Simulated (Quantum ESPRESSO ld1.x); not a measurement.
Q: The mean radii <r> (bohr) of the occupied orbitals of an atom or ion are listed with their occupations. Calculated with ld1.x of Quantum ESPRESSO 7.5: Dirac Kohn-Sham, OLYP, spin-unpolarised, spherical densities, point nucleus.

orbital  occ.      <r>
1s1/2       2  0.02558
2s1/2       2   0.1093
2p1/2       2  0.09193
2p3/2       4  0.09792
3s1/2       2   0.2915
3p1/2       2   0.2814
3p3/2       4   0.2933
3d3/2       4   0.2641
3d5/2       6   0.2678
4s1/2       2   0.6731
4p1/2       2   0.6957
4p3/2       4   0.7226
4d3/2       4   0.7907
4d5/2       6   0.8005
5s1/2       1    1.599
5p1/2       2    1.779
5p3/2       4    1.848
6p1/2       1    4.419

Name the element and its charge. Open shells, if any, fill j = l - 1/2 first.

A: Z = 56, barium, charge +2: Ba2+ in [Kr] 4d10 5s1 5p6 6p1. The 1s radius gives Z: for a bare nucleus <r> = (2 gamma + 1)/(2Z) with gamma = sqrt(1 - (Z/c)^2), 0.02523 bohr for Z = 56, and screening makes it slightly larger (0.02558 here). The occupations add up to 54, and the charge is Z minus that.
